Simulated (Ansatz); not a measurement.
`[Cl][GeH2][I]` → `[Cl][GeH]` + HI at 700 K and 1 bar (germylene formation by 1,1-elimination).

Isolated molecules relaxed with PBE0-D4/def2-TZVP in Ansatz; ΔE leaves out vibrations. CBS: MP2 limit from def2 TZ/QZ plus the TZ coupled-cluster correction, frozen cores. def2 core potentials past Kr. For Ge, I outer-core shells are correlated without core-valence functions, which leaves a few kJ/mol of doubt a bond. Scalar relativity is left out up to krypton.

| species | CCSD(T)/CBS energy (Eh) | H − E (kJ/mol) | S (J/(mol·K)) |
| --- | --- | --- | --- |
| `[Cl][GeH2][I]` | -2834.60434 | 95.1 | 395.0 |
| `[Cl][GeH]` | -2536.49422 | 48.2 | 304.3 |
| HI | -298.03592 | 34.6 | 231.7 |

H − E and S are ideal-gas, rigid-rotor, harmonic terms from PBE0-D4/def2-TZVP. 1 Eh = 2625.50 kJ/mol, R = 8.31446 J/(mol·K).

Problem. By hand: ΔE, ΔH, ΔS and ΔG.

Solution. ΔE = (-2536.49422) + (-298.03592) − (-2834.60434) = 0.07420 Eh = 194.8 kJ/mol. Δ(H − E) = 48.2 + 34.6 − 95.1 = -12.3, so ΔH = 182.5 kJ/mol. ΔS = 304.3 + 231.7 − 395.0 = 141.0 J/(mol·K). ΔG = 182.5 − 700 × (141.0)/1000 = 83.8 kJ/mol.

Problem. By hand: the equilibrium constant, and the temperature at which ΔG would vanish if ΔH and ΔS stayed fixed.

Solution. log₁₀ K = −ΔG/(RT ln 10) = -6.3. ΔG = 0 at ΔH/ΔS = 1294 K.

The number of gas molecules changes by +1, which sets the sign of ΔS. A doubt of 5 kJ/mol in ΔE shifts log₁₀ K by 0.4 here. These are equilibria of isolated gas molecules and say nothing of rates. Largest T1 diagnostic: 0.013 (customary marks: 0.02 for closed shells, 0.045 for open ones).
